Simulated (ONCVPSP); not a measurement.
# Potentials for phosphorus compared

Generated with ld1.x 7.5 (TM, RRKJ, ultrasoft, PAW), atompaw 4.2 or ONCVPSP 4.0.1. The cutoff is in Ry: for ld1.x and atompaw files where the sum of valence levels is converged to 10 mRy in a Bessel basis, for ONCV files where the hardest occupied wave has 1 mHa per electron of residual kinetic energy. The error is the largest all-electron minus pseudo excitation energy over each file’s own four to seven test configurations (ionisations up to +4, promotions, holes and added fractions of an electron), all of which were solved. The labels leave out finer settings (local radius, basis sizes, second energies), which also bear on the numbers. Spin-polarised tests are not counted. The rows are a selection from randomly drawn settings: files with unsolved tests, undetermined cutoffs or missed reference levels are left out.

A true bound ghost makes a file unfit for plane-wave use even where its test errors are small: the radial tests pick states by their node count and pass the ghost by.

```csv
potential,cutoff (Ry),largest error (meV),bound ghosts
"ONCV, PBEsol, scalar-relativistic, rc 1.25/1.30 (sp), local smoothed, core correction yes, reference 3s2 3p3, qcut 4.3/6.4, projectors 3/2",188,+88,s
"ONCV, PBEsol, scalar-relativistic, rc 1.15/1.65 (sp), local smoothed, core correction yes, reference 3s2 3p3, qcut 7/5.5, projectors 1/2",46,-17,s
"ONCV, PBE, scalar-relativistic, rc 0.85/1.00/0.80 (spd), local smoothed, core correction yes, reference 2s2 2p6 3s2 3p3, qcut 10.8/12.1/12.2, projectors 2/2/3",141,-759,none
```

Problem. Fill in the row for P: ONCV, PBE, scalar-relativistic, rc 1.25/1.55/1.15 (spd), local smoothed, core correction yes, reference 3s2 3p3, qcut 4.2/4.5/9.2, projectors 2/2/1.

Solution. cutoff 73 Ry, largest error +174 meV, bound ghosts: s.

Problem. Fill in the row for P: ONCV, PW91, scalar-relativistic, rc 1.40/1.70 (sp), local smoothed, core correction yes, reference 3s2 3p3, qcut 4.8/4.5, projectors 2/2.

Solution. cutoff 20 Ry, largest error +173 meV, bound ghosts: none.
